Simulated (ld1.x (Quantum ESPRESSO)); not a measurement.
# How hard is this Si (Z = 14) TM potential?

silicon, norm-conserving Troullier–Martins (Kleinman–Bylander form), made with ld1.x (Quantum ESPRESSO) 7.5 (BLYP, scalar-relativistic). Core [Ne], reference 3s1 3p3. Waves: 3s (bound): rc 1.30 bohr; 3p (bound): rc 2.20 bohr; 3d channel at -0.15 Ry: rc 1.70 bohr. Local part: all-electron potential smoothed inside 1.60 bohr (lloc = -2). Core correction: none.

The pseudo-atom Hamiltonian at the reference potential is diagonalised in spherical Bessel functions j_l(qr) that vanish at 20 bohr, with q² up to the cutoff. All-electron valence levels (Ry): 3s -0.8410, 3p -0.3307.

**Question.** How do the lowest levels (Ry) of each channel move with the cutoff, and are there ghosts?

**Answer.**

| cutoff (Ry) | s #1 | p #1 | p #2 | d #1 | f #1 | Σ f·Δε (mRy) |
| --- | --- | --- | --- | --- | --- | --- |
| 8 | -0.7870 | -0.3300 | 0.0166 | 0.0481 | 0.1028 | 56.1 |
| 15 | -0.8037 | -0.3305 | 0.0166 | 0.0478 | 0.1028 | 38.0 |
| 30 | -0.8239 | -0.3307 | 0.0166 | 0.0475 | 0.1028 | 17.1 |
| 45 | -0.8380 | -0.3307 | 0.0166 | 0.0475 | 0.1028 | 2.9 |
| 70 | -0.8394 | -0.3307 | 0.0166 | 0.0475 | 0.1028 | 1.6 |
| 100 | -0.8406 | -0.3307 | 0.0166 | 0.0475 | 0.1028 | 0.3 |
| 400 | -0.8410 | -0.3307 | 0.0166 | 0.0475 | 0.1028 | 0.0 |

Result: no extra level below or beside the all-electron valence levels (s, p, d, f tested); 10 mRy is reached at 35 Ry and 1 mRy at 80 Ry.
